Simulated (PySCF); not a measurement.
Sb(F)2(OMe) (CH₃F₂OSb), SMILES [O]([Sb]([F])[F])C.

Coordinates come from a B3LYP-D3(BJ)/def2-SVP optimisation. The def2 effective core potentials stand for the cores of Sb; spin–orbit coupling is left out. The values are those of a single conformer.

Level of theory: B3LYP-D3(BJ)/def2-SVP (PySCF 2.14.0).

Frequencies are harmonic and unscaled.

Computed harmonic wavenumbers and intensities:
```
mode  ν (cm⁻¹)  IR (km/mol)  Raman (Å⁴/amu)  depolarisation   moving atoms (share of kinetic energy)
----  --------  -----------  --------------  --------------  ---------------------------------------
1           51          0.2             0.2            0.75                                   H 92 %
2           75          5.5             0.8            0.75                   F 41 %, C 29 %, H 24 %
3          147         15.3             1.0            0.53                   F 49 %, C 32 %, H 15 %
4          206          7.4             0.7            0.75                           F 88 %, Sb 8 %
5          220         13.8             0.4            0.75                           O 59 %, F 30 %
6          309         17.6             1.3            0.60  O 32 %, C 20 %, Sb 19 %, F 17 %, H 12 %
7          571         63.6            19.5            0.31                  O 68 %, Sb 14 %, C 11 %
8          619         71.9             4.6            0.75                          F 86 %, Sb 14 %
9          630         48.6             7.9            0.01                          F 85 %, Sb 13 %
10        1074        224.2             2.0            0.40                           O 52 %, C 45 %
11        1166          0.6             3.2            0.75                           H 78 %, C 18 %
12        1176          0.0             3.6            0.15                           H 75 %, C 18 %
13        1456         13.2             5.9            0.57                           H 89 %, C 10 %
14        1462          5.8            21.8            0.75                                   H 96 %
15        1482          8.0            14.4            0.75                                   H 96 %
16        3010         57.8           140.4            0.01                                   H 98 %
17        3092         24.9            52.8            0.75                           H 90 %, C 10 %
18        3114         20.0           140.6            0.59                           H 90 %, C 10 %
```
